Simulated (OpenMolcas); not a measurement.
Ti3+ (d1) among equal point charges was computed by CASSCF with the d shell active (OpenMolcas, ANO-RCC-VDZP on the metal). Its lowest spin-free states, and all those of the highest spin:

```json
{"2S+1": "2", "Degeneracy": "3", "E (cm-1)": "0.0"}
{"2S+1": "2", "Degeneracy": "2", "E (cm-1)": "9192"}
```

Q: Is the site octahedral, tetrahedral or cube-like, axial, or of lower symmetry?

A: The states with 2S+1 = 2 have orbital degeneracies 3, 2. Threefold states need a cubic site. For d1 at this spin an octahedron puts the threefold T2 below the twofold E and a tetrahedron or cube puts the twofold E below the threefold T2, so the site is octahedral. The first gap at this spin, 9190 cm-1, is |10Dq| in ligand-field theory. The run had Ti3+ among 6 point charges of -1.5 e arranged as an octahedron (Oh), 1.81 Å from the ion.

An orbital triplet at a regular site is open to Jahn-Teller coupling, which can distort the site and quench the lowest spin-orbit gaps and is left out. Point charges carry no covalency, so the field is a model and not that of real ligands. No measured value stands beside these numbers.
